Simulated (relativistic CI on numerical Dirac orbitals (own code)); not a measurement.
**Hyperfine structure of Lu64+, mass number 176**

Method of calculation: Dirac-Coulomb-Breit CI, KLI orbitals optimised for each configuration, QED by a radiative potential, unscaled Slater integrals (own radial code, finite nucleus).

Configuration list (outside the closed core 1s2): 2s2 2p3, 2s 2p4, 2p5, 2p4 3s, 2p4 3p, 2p4 3d, 2s2 2p2 3s, 2s2 2p2 3p, 2s2 2p2 3d, 2s 2p3 3s, 2s 2p3 3p, 2s 2p3 3d, 2s2 2p2 4s, 2s2 2p2 4p, 2s2 2p2 4d, 2s2 2p2 4f. Levels of other configurations are missing.

Nuclear spin I = 7, μ = 3.16 μN, Q = 4.92 b (tables of Stone and Pyykkö). The electronic factors are computed for point nuclear moments, without core polarisation or the Bohr-Weisskopf and QED corrections.

```
          Level   E (eV)  A (GHz)  B (GHz)
2s2 2p3 2D°_5/2  1167.76    830.5      -15
2s2 2p3 2P°_1/2  1216.91     2819         
  2s 2p4 4P_5/2  1469.71     2016      957
  2s 2p4 2S_1/2  1570.79     8742         
  2s 2p4 2P_3/2  1572.32    -1350     -792
2s2 2p3 2P°_3/2  2364.03    338.3    -7270
  2s 2p4 4P_3/2  2640.69     2051    -5500
  2s 2p4 2D_5/2  2681.41     2523    -8030
```

Levels with J = 0, under 50 % of one LS term, or S terms without an open s electron are left out. Small factors come from cancelling terms and can be off by tens of per cent or more.

At this charge energies of transitions that change n are usually good to better than 1 %, and those within a shell (Δn = 0) to a few per cent.

Task: Give the hyperfine levels of 2s2 2p3 2P°_1/2 relative to its centre of gravity.

Result: With K = F(F + 1) − I(I + 1) − J(J + 1), E = AK/2: F = 13/2: -11280, F = 15/2: 9868 GHz.

LS names give the leading component of a level, which can be under half, so a name can repeat, a term be missing and a line seem to break the LS rules.
